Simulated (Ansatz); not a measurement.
Question: Predict a relaxed structure of `C[Si](C)(C)[Si](C)(C)[Si](C)(C)[Si](C)(C)[Si](C)(C)[Si](C)(C)[Si](C)(C)[Si](C)(C)[Si](C)(C)C`, charge 0, singlet, at PBE-D4/def2-SVP (Ansatz).

Answer: 
```xyz
89

C     0.640   -4.997    0.469
Si    2.519   -4.712    0.439
C     3.391   -6.347    0.877
C     2.976   -3.407    1.747
Si    3.263   -4.055   -1.702
C     5.174   -4.175   -1.698
C     2.599   -5.282   -3.007
Si    2.736   -1.836   -2.312
C     3.544   -0.646   -1.059
C     3.561   -1.531   -4.014
Si    0.419   -1.427   -2.584
C    -0.508   -3.075   -2.876
C     0.191   -0.383   -4.171
Si   -0.679   -0.272   -0.833
C    -2.500   -0.166   -1.413
C    -0.627   -1.236    0.814
Si    0.150    1.908   -0.439
C     1.496    1.895    0.916
C     0.901    2.665   -2.027
Si   -1.572    3.348    0.306
C    -2.898    3.581   -1.049
C    -0.757    5.052    0.622
Si   -2.588    2.623    2.313
C    -1.283    2.010    3.568
C    -3.839    1.215    1.992
Si   -3.743    4.438    3.290
C    -4.812    5.336    1.997
C    -4.876    3.781    4.672
C    -2.510    5.669    4.052
H     0.092   -4.055    0.270
H     0.317   -5.375    1.462
H     0.334   -5.742   -0.294
H     3.070   -6.713    1.875
H     3.155   -7.138    0.135
H     4.493   -6.222    0.898
H     2.424   -2.460    1.577
H     2.725   -3.768    2.767
H     4.060   -3.175    1.725
H     5.505   -5.207   -1.459
H     5.619   -3.492   -0.945
H     5.592   -3.905   -2.690
H     1.492   -5.304   -3.016
H     2.945   -5.004   -4.024
H     2.961   -6.310   -2.795
H     3.111   -0.767   -0.047
H     3.406    0.411   -1.369
H     4.635   -0.840   -0.989
H     3.388   -0.491   -4.358
H     3.156   -2.216   -4.787
H     4.658   -1.694   -3.954
H    -1.589   -2.888   -3.048
H    -0.107   -3.595   -3.771
H    -0.410   -3.760   -2.010
H     0.731    0.582   -4.110
H     0.575   -0.934   -5.055
H    -0.883   -0.164   -4.347
H    -2.586    0.412   -2.355
H    -3.135    0.328   -0.650
H    -2.913   -1.180   -1.595
H    -1.148   -0.673    1.616
H     0.415   -1.413    1.147
H    -1.128   -2.221    0.714
H     1.118    1.444    1.854
H     2.390    1.325    0.595
H     1.818    2.933    1.145
H     1.261    3.697   -1.836
H     0.154    2.708   -2.845
H     1.763    2.063   -2.383
H    -2.434    3.949   -1.988
H    -3.659    4.323   -0.729
H    -3.420    2.631   -1.277
H    -0.214    5.401   -0.281
H    -1.521    5.817    0.875
H    -0.031    5.005    1.460
H    -1.755    1.788    4.548
H    -0.788    1.082    3.213
H    -0.496    2.773    3.734
H    -3.337    0.297    1.624
H    -4.375    0.954    2.929
H    -4.597    1.514    1.240
H    -5.514    4.637    1.498
H    -4.182    5.800    1.210
H    -5.412    6.142    2.469
H    -5.418    4.613    5.171
H    -4.291    3.245    5.448
H    -5.632    3.076    4.271
H    -3.044    6.513    4.539
H    -1.832    6.092    3.284
H    -1.883    5.176    4.823
```
 This is one stationary point.

Single mean-field runs in def2-SVP are fitted with def2-universal-jkfit.
